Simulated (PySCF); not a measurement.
# Ligand-field analysis of [CrF5]3-

[CrF5]3- holds Cr(II), d4, at total charge -3. The structure is a PBE0-D3(BJ)/def2-TZVP, IEF-PCM water geometry optimised for multiplicity 5; coordination square pyramidal, point group C4v, metal–donor distances 1.99–2.29 Å.

```
6

Cr    0.0000    0.0000    0.0000
F     1.9814    0.0000   -0.1656
F    -1.9814    0.0000   -0.1656
F     0.0000   -1.9814   -0.1656
F     0.0000    1.9814   -0.1656
F     0.0000    0.0000    2.2932
```

Method (PySCF 2.14, density fitting): CASSCF(4,5) with orbitals averaged over all microstates of the shell, strongly contracted NEVPT2 on the averaged canonical orbitals; basis x2c-TZVPall on the metal, x2c-SVPall elsewhere; spin-free X2C; IEF-PCM water; spin-orbit coupling by state interaction with the mean-field operator over all roots.

Spin-free states:

```
2S+1  deg.  symmetry  free-ion term  CASSCF / cm⁻¹  NEVPT2 / cm⁻¹    f(ED)          occupations
   5     1       5B1        5D 1.00              0              0        –  1.0 1.0 1.0 1.0 0.0
   5     1       5B2        5D 1.00          11308          13344        0  1.0 1.0 1.0 0.0 1.0
   5     1       5A1        5D 1.00          13751          16464        0  1.0 1.0 0.0 1.0 1.0
   5     2        5E        5D 1.00          15084          17079  1.4e-06  0.5 0.5 1.0 1.0 1.0
   3     1       3B1        3H 0.72          19968          18509        –  1.0 1.0 1.0 1.0 0.0
   3     2        3E        3H 0.64          19720          18697        –  1.3 1.3 0.4 1.0 0.0
   3     1       3A2        3H 0.74          20325          19307        –  1.0 1.0 0.7 1.2 0.0
   3     1       3A1        3G 0.45          23211          21468        –  1.0 1.0 1.0 0.9 0.1
   3     2        3E        3F 0.35          23574          21832        –  0.7 0.7 0.9 1.6 0.0
   3     1       3A2        3P 0.51          24472          22466        –  1.0 1.0 0.5 1.4 0.1
   3     1       3B1        3F 0.54          25048          22579        –  1.0 1.0 1.0 1.0 0.1
   3     2        3E        3F 0.35          26384          23346        –  0.8 0.8 1.5 0.7 0.2
   1     1       1A1        1I 0.86          28734          27189        –  1.2 1.2 0.7 1.0 0.0
   1     2        1E        1I 0.84          28752          27222        –  1.2 1.2 0.6 1.0 0.0
   1     1       1B1        1I 0.87          28840          27234        –  1.0 1.0 0.9 1.2 0.0
   3     1       3B2        3F 0.58          28662          27366        –  1.0 1.0 0.7 0.9 0.4
   1     1       1B2        1G 0.80          31565          29105        –  1.0 1.0 0.3 1.6 0.0
   1     1       1A1        1G 0.39          32676          29127        –  1.3 1.3 0.6 0.7 0.1
   1     2        1E        1G 0.79          32334          29530        –  0.8 0.8 0.7 1.5 0.1
   3     2        3E        3H 0.75          29879          29826        –  1.0 1.0 0.7 0.6 0.7
   3     1       3A2        3H 0.87          30960          30860        –  0.8 0.8 1.2 0.3 0.8
   1     1       1A1        1G 0.73          34702          31222        –  0.4 0.4 1.5 1.5 0.1
   3     1       3B2        3H 0.60          31214          31280        –  1.0 1.0 1.0 0.1 1.0
   1     1       1A2        1G 0.60          33928          31332        –  1.0 1.0 0.9 0.9 0.2
   3     2        3E        3H 0.41          33380          32770        –  0.8 0.8 1.2 0.5 0.9
   3     1       3A2        3P 0.36          34495          33248        –  0.5 0.5 1.5 0.6 0.9
   3     2        3E        3F 0.50          34134          33821        –  0.9 0.9 0.7 0.6 1.0
   3     1       3A1        3H 0.49          33771          34109        –  1.0 1.0 0.4 0.6 0.9
   1     2        1E        1I 0.57          36871          34765        –  1.1 1.1 0.9 0.4 0.4
   3     1       3B1        3G 0.39          35176          35094        –  0.9 0.9 0.5 0.7 1.0
   1     1       1B1        1I 0.56          36854          35143        –  1.0 1.0 0.3 1.6 0.2
   1     1       1B2        1I 0.73          37321          35546        –  1.0 1.0 0.9 0.7 0.4
   3     1       3A1        3G 0.92          36446          36318        –  1.0 1.0 0.4 0.6 1.0
   3     2        3E        3G 0.56          36687          36380        –  0.5 0.5 1.1 0.9 1.0
   3     1       3B2        3G 0.50          38170          37236        –  0.9 0.9 1.0 0.1 1.1
   1     1       1A1        1D 0.46          40604          38593        –  1.0 1.0 0.9 0.5 0.6
   1     1       1B1        1G 0.45          41760          39425        –  1.0 1.0 0.9 0.4 0.7
   1     2        1E        1I 0.63          40844          39530        –  0.7 0.7 1.1 1.0 0.7
   3     1       3A2        3F 0.51          40965          39557        –  0.8 0.8 0.9 0.4 1.0
   3     1       3A1        3D 0.83          42405          40512        –  1.0 1.0 0.2 0.8 1.0
   3     2        3E        3P 0.31          42459          41482        –  0.7 0.7 0.9 0.6 1.1
   1     1       1B2        1I 0.68          42382          41812        –  1.0 1.0 0.7 0.3 1.0
   3     1       3B1        3D 0.72          43576          41827        –  0.5 0.5 0.7 1.3 1.0
   3     2        3E        3D 0.46          43788          42048        –  0.5 0.5 1.0 0.9 1.1
   3     1       3B2        3D 0.62          44835          42527        –  0.9 0.9 0.4 1.0 0.9
```

Only the lowest 45 spin-free levels are listed. Energies are counted from the ground state at NEVPT2 level. Weights follow the labels. f(ED) is the electric-dipole oscillator strength from the ground state at the fixed geometry, without vibronic coupling; occupations, where given, run over the ligand-field orbitals from the lowest.

## Ligand-field fit

| cm⁻¹ | CASSCF |
| --- | --- |
| B | 980 |
| B, free ion | 1040 |
| C | 3699 |
| C, free ion | 3845 |
| rms of the fit | 292 |

```
orbital  CASSCF / cm⁻¹  metal share   main function
      1              0         0.98  degenerate set
      2              0         0.98  degenerate set
      3            768         0.92         z2 1.00
      4           3487         0.98         xy 1.00
      5          15604         0.94      x2-y2 1.00
```

ζ = 229 cm⁻¹, against 239 for the free ion.

## Spin-orbit levels

```json
{"E / cm⁻¹": "0.0", "deg.": "2", "make-up": "1.00 5B1"}
{"E / cm⁻¹": "5.2", "deg.": "2", "make-up": "1.00 5B1"}
{"E / cm⁻¹": "6.9", "deg.": "1", "make-up": "1.00 5B1"}
{"E / cm⁻¹": "13341.1", "deg.": "1", "make-up": "1.00 5B2"}
{"E / cm⁻¹": "13343.2", "deg.": "2", "make-up": "1.00 5B2"}
{"E / cm⁻¹": "13349.5", "deg.": "2", "make-up": "1.00 5B2"}
{"E / cm⁻¹": "16368.3", "deg.": "1", "make-up": "0.88 5A1 + 0.11 5E"}
{"E / cm⁻¹": "16384.2", "deg.": "2", "make-up": "0.90 5A1 + 0.10 5E"}
{"E / cm⁻¹": "16436.7", "deg.": "2", "make-up": "0.96 5A1 + 0.03 5E"}
{"E / cm⁻¹": "16986.5", "deg.": "2", "make-up": "0.97 5E"}
```

Only the lowest levels are listed: 17 of 210 states.

## Magnetism

The ground multiplet follows a spin Hamiltonian with S = 2, g = 1.970, 1.996, 1.996, D = -1.72 cm⁻¹, E/|D| = 0.00 (spin-orbit part alone); the lowest levels hold 100 % of the spin-free ground state. μeff is 4.88 μB at 300 K and 4.83 μB at 10 K; the spin-only value is 4.90 μB.

```
T / K  χT / cm³ K mol⁻¹  μeff / μB
    2             2.449       4.42
    5             2.796       4.73
   10             2.912       4.83
   20             2.948       4.86
   30             2.957       4.86
   50             2.962       4.87
   75             2.965       4.87
  100             2.967       4.87
  150             2.971       4.87
  200             2.974       4.88
  250             2.977       4.88
  300             2.980       4.88
```

Powder magnetisation at 2 K: 1.03 μB at 0.5 T, 1.77 μB at 1 T, 2.57 μB at 2 T, 3.01 μB at 3 T, 3.50 μB at 5 T, 3.73 μB at 7 T.

No frequencies were computed for the optimised geometry. NEVPT2 lifts 5A1 from 13751 to 16464 cm⁻¹; on the d shell alone such lifts tend to overshoot. Gaps between spin states lean to high spin in this active space.

The job took 10 s on one thread of Arm Neoverse V1 (shared host), with 118 basis functions and a peak of 0.61 GiB, launched as `OMP_NUM_THREADS=1 python lf_run.py task.json out`.
